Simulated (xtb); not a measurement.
CH10N2Si2, SMILES NC[SiH2][SiH2]N. All values are semi-empirical tight-binding results from xtb (GFN2-xTB unless named), good for trends rather than for accurate numbers. Geometry: GFN2-xTB. The structure was generated by enumeration, and PubChem lists no compound with its InChIKey, so it may never have been made. Other conformers were not sampled.

Optimised geometry:

Bonded distances (Å): N1–C2 1.463, N1–H6 1.015, N1–H7 1.015, C2–Si3 1.919, C2–H8 1.092, C2–H9 1.093, Si3–Si4 2.319, Si3–H10 1.477, Si3–H11 1.472, Si4–N5 1.728, Si4–H12 1.468, Si4–H13 1.471, N5–H14 1.007, N5–H15 1.007. Bond angles (°): C2–N1–H6 110.1, C2–N1–H7 109.9, H6–N1–H7 107.4, N1–C2–Si3 114.7, N1–C2–H8 106.9, N1–C2–H9 107.0, Si3–C2–H8 110.7, Si3–C2–H9 110.7, H8–C2–H9 106.4, C2–Si3–Si4 109.9, C2–Si3–H10 105.8, C2–Si3–H11 107.3, Si4–Si3–H10 113.0, Si4–Si3–H11 115.3, H10–Si3–H11 105.0, Si3–Si4–N5 115.7, Si3–Si4–H12 112.8, Si3–Si4–H13 112.8, N5–Si4–H12 103.4, N5–Si4–H13 102.7, H12–Si4–H13 108.6, Si4–N5–H14 118.6, Si4–N5–H15 118.5, H14–N5–H15 109.2.

The orbital gap is 3.90 eV and the dipole moment comes out as 2.30 D. The zero-point energy is 69.8 kcal/mol. The G − E(el) at 298.15 K (modified RRHO) comes out as 48.4 kcal/mol and the static polarisability (D4 model) comes out as 90.1 bohr³. The solvation energy, GFN2-xTB/ALPB(water) comes out as -5.1 kcal/mol and the solvation energy, GFN2-xTB/ALPB(thf) comes out as -7.8 kcal/mol.

### Question
Give the atomic charges and the Wiberg bond orders between heavy atoms. (Estimate from the structure and the level; the computed values follow.)

### Answer
charges (e) N1 -0.35, C2 -0.09, Si3 0.36, Si4 0.40, N5 -0.43, H6 0.13, H7 0.13, H8 0.02, H9 0.01, H10 -0.11, H11 -0.12, H12 -0.11, H13 -0.11, H14 0.14, H15 0.14. Bond orders N1–C2 1.03, C2–Si3 0.88, Si3–Si4 0.82, Si4–N5 1.13.
